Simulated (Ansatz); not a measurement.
Geometry optimisation, Ansatz, UKS r2SCAN-D4/def2-SVP.

Input file:

```yaml
crystal:
  periodic: [false, false, false]
  atoms:
    - { symbol: Ga, position_ang: [-0.329403, 0.10503, -0.049094] }
    - { symbol: Cl, position_ang: [1.631685, -0.662289, 0.598762] }
    - { symbol: H, position_ang: [0.15535, 0.092961, -1.494196] }
    - { symbol: H, position_ang: [-1.457632, 0.464298, 0.944628] }
magnetization:
  spin_polarized: true
basis:
  gaussian: { orbitals: def2-SVP }
hamiltonian:
  xc: r2scan
  dispersion: d4
relax:
  f_tol: 0.03
  max_steps: 50
```

Command:

```bash
$ ansatz run input.yaml --threads 2 --pin off --max-ram 3072MiB --backend cpu --events-out ev --progress --plain --runs-dir out
```

Task: Where does it end, and by what steps?

Result: The forces met the threshold. After 4 steps the energy has fallen by 0.338 eV; H3 moved furthest, 0.31 Å.

```csv
step,energy less start (eV),largest force component (eV/Å),accepted
0,0.0000,1.073,yes
1,-0.2759,0.749,yes
2,-0.3354,0.291,yes
3,-0.3380,0.058,yes
4,-0.3381,0.003,yes
```

```xyz
4
Properties=species:S:1:pos:R:3
Ga -0.176 0.074 -0.092
Cl 1.612 -0.683 0.846
H -0.103 0.195 -1.638
H -1.334 0.414 0.885
```

The run took 6.8 s on 2 threads of Intel(R) Xeon(R) 6975P-C (Granite Rapids), with other jobs on the host, peak memory 0.17 GiB.
